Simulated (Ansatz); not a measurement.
`NB(F)Br` + H–F → `NB(F)F` + HBr at 400 K and 1 bar (ligand exchange at a B–Br bond).

Computed with Ansatz on PBE0-D4/def2-TZVP structures; ΔE is electronic, products minus reactants. CBS: MP2 limit from def2 TZ/QZ plus the TZ coupled-cluster correction, frozen cores. This one scheme is used for every species. For Br outer-core shells are correlated without core-valence functions, which leaves a few kJ/mol of doubt a bond. Scalar relativity is left out up to krypton. One conformer a species, not always the lowest.

```
  species  CCSD(T)/CBS energy (Eh)  H − E (kJ/mol)  S (J/(mol·K))
`NB(F)Br`              -2753.96125           113.9          322.6
      H–F               -100.39570            36.5          182.2
 `NB(F)F`               -280.46129           117.6          292.4
      HBr              -2573.91920            27.6          207.2
```

H − E and S are ideal-gas, rigid-rotor, harmonic terms from PBE0-D4/def2-TZVP, for one conformer and one mirror image of each species. 1 Eh = 2625.50 kJ/mol, R = 8.31446 J/(mol·K).

Task: By hand: ΔE, ΔH, ΔS and ΔG.

Result: ΔE = (-280.46129) + (-2573.91920) − (-2753.96125) − (-100.39570) = -0.02354 Eh = -61.8 kJ/mol. Δ(H − E) = 117.6 + 27.6 − 113.9 − 36.5 = -5.2, so ΔH = -67.0 kJ/mol. ΔS = 292.4 + 207.2 − 322.6 − 182.2 = -5.2 J/(mol·K). ΔG = -67.0 − 400 × (-5.2)/1000 = -64.9 kJ/mol.

Task: By hand: the equilibrium constant, and the temperature at which ΔG would vanish if ΔH and ΔS stayed fixed.

Result: log₁₀ K = −ΔG/(RT ln 10) = 8.5. ΔG = 0 at ΔH/ΔS = 12885 K, far beyond where these terms or the molecules hold.

The number of gas molecules stays the same, so ΔS is small and ΔH decides. A doubt of 5 kJ/mol in ΔE shifts log₁₀ K by 0.7 here. Other conformers and mirror images would add mixing entropy, several J/(mol·K) or more a flexible species. These are equilibria of isolated gas molecules and say nothing of rates. Largest T1 diagnostic: 0.011 (customary marks: 0.02 for closed shells, 0.045 for open ones).
